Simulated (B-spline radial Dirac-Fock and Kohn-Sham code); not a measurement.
# Magnetic form factor of the 4d shell of Bi⁴²⁺

System: the Bi⁴²⁺ ion in the configuration [Kr] 4d5.

The run's input, task.json:

```json
{"items": [{
  "Z": 83,
  "q": 42,
  "cfg": [[1, 0, 2], [2, 0, 2], [2, 1, 6], [3, 0, 2], [3, 1, 6], [3, 2, 10], [4, 0, 2], [4, 1, 6], [4, 2, 5]],
  "A": 209,
  "rrms": 5.5211,
  "do": ["scatter"],
  "s": [0.0, 0.07, 0.08, 0.1, 0.12, 0.14, 0.18, 0.21, 0.26, 0.31, 0.38, 0.46, 0.56, 0.68, 0.82, 1.0, 1.21, 1.47, 1.79, 2.17, 2.63, 3.2, 3.88],
  "pz": [0, 0.1, 0.2, 0.3, 0.4, 0.5, 0.6, 0.8, 1.0, 1.2, 1.4, 1.6, 1.8, 2.0, 2.5, 3.0, 4.0, 5.0, 7.0, 10.0, 15.0, 20.0, 30.0, 40.0, 60.0, 100.0],
  "hv_scatter": [1000, 2000, 5000, 10000, 17479.3, 100000, 500000, 1000000]
}]}
```

Launch: `python xray_run.py task.json out`

These are calculated numbers from a radial B-spline solver; the model is Dirac-Fock densities. ⟨j_K⟩ is the integral of the 4d radial density with the spherical Bessel function j_K(4πsr), s = sin θ/λ.

```
s (Å⁻¹)    ⟨j0⟩    ⟨j2⟩    ⟨j4⟩
      0  1.0000  0.0000  0.0000
   0.07  0.9946  0.0021  0.0000
   0.08  0.9930  0.0028  0.0000
    0.1  0.9891  0.0044  0.0000
   0.12  0.9843  0.0063  0.0000
   0.14  0.9787  0.0085  0.0000
   0.18  0.9650  0.0139  0.0001
   0.21  0.9526  0.0188  0.0001
   0.26  0.9282  0.0283  0.0003
   0.31  0.8993  0.0395  0.0006
   0.38  0.8521  0.0574  0.0013
   0.46  0.7900  0.0803  0.0027
   0.56  0.7031  0.1110  0.0055
   0.68  0.5912  0.1479  0.0110
   0.82  0.4588  0.1863  0.0207
      1  0.3015  0.2217  0.0382
   1.21  0.1544  0.2365  0.0637
   1.47  0.0403  0.2163  0.0959
```

Radial moments of the shell: ⟨r²⟩ = 0.1489, ⟨r⁴⟩ = 0.03240, ⟨r⁶⟩ = 0.009273 in powers of bohr.
